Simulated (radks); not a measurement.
Values are calculated unless marked as measured or tabulated.
Ionisation of Au32+, [Kr] 4d10 4f1, to Au33+, [Kr] 4d10, under several functionals. Dirac Kohn-Sham, spin-unpolarised, spherical densities, point nucleus; open shells fill j = l - 1/2 first; a radial shooting solver on a logarithmic mesh with Libxc functionals.

functional                                        E(Au32+) (hartree)  Exc (hartree)  IE (eV)  -e(HOMO) (eV)  <r> HOMO (bohr)  IE error (eV)
Wu-Cohen GGA                                             -18519.8379      -315.4683   1196.4         1167.1           0.3845          -13.6
BP86                                                     -18523.3171      -318.9830   1196.4         1167.1           0.3844          -13.6
LDA (Slater exchange, Perdew-Zunger correlation)         -18510.1243      -305.6637   1196.8         1167.5           0.3843          -13.2
HCTH/407                                                 -18529.4942      -325.3493   1201.3         1172.0           0.3833           -8.7
XLYP                                                     -18523.4179      -319.0726   1196.0         1166.7           0.3846          -14.0
PW91                                                     -18522.8134      -318.4676   1196.5         1167.2           0.3845          -13.5

NIST Atomic Spectra Database: 1210 eV (theoretical). Closest: HCTH/407. The Delta-SCF values span 5.30 eV, the total energies 19.37 hartree. The highest occupied level is 4f5/2. Spin polarisation and multiplet splitting are left out, so open shells lie too high by an amount that depends on their filling.

Beside tabulated values, note that spin-unpolarised runs miss the spin-polarisation part of the exchange energy of open shells.
